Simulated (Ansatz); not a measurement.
Reaction (formal exchange of groups at the Si–O bond): `CO[SiH2]OC(C)=O` + CH₄ → `C[SiH2]OC(C)=O` + CH₃OH

Computed with Ansatz on PBE0-D4/def2-TZVP structures; ΔE is electronic, products minus reactants. CCSD(T)/CBS adds triple-zeta CCSD(T) − MP2 to the extrapolated MP2 energy (def2 sets, frozen cores). This one scheme is used for every species. DFT in def2-TZVPP. B3LYP here is the variant with VWN-RPA as its local correlation; programs differ in this. One conformer a species, not always the lowest.

```tsv
level	ΔE (kJ/mol)	difference from CCSD(T)/CBS
PBE-D4	98.5	-9.7
r2SCAN-D4	108.8	0.6
PBE0-D4	100.8	-7.4
B3LYP-D4	111.4	3.2
ωB97X-V	107.7	-0.5
ωB97M-V	107.9	-0.3
B2PLYP	111.6	3.4
PBE	96.9	-11.3
r2SCAN	108.3	0.1
PBE0	99.3	-8.9
B3LYP	109.0	0.8
HF/def2-TZVPP	119.1	10.9
MP2/def2-TZVPP	111.6	3.4
SCS-MP2/def2-TZVPP	113.1	4.9
CCSD/def2-TZVPP	109.8	1.6
CCSD(T)/def2-TZVPP	109.3	1.1
HF/def2-QZVPP	120.0	11.8
MP2/def2-QZVPP	111.2	3.0
SCS-MP2/def2-QZVPP	112.7	4.5
HF/CBS(def2)	120.1	11.9
MP2/CBS(def2)	110.5	2.3
CCSD/CBS(def2)	108.7	0.5
CCSD(T)/CBS	108.2	0
```

Largest T1 diagnostic among the species: 0.014.

In def2-TZVPP, CCSD(T) changes the Hartree–Fock value by −9.8 kJ/mol (the triples alone add −0.6 kJ/mol) and MP2 by −7.5 kJ/mol.
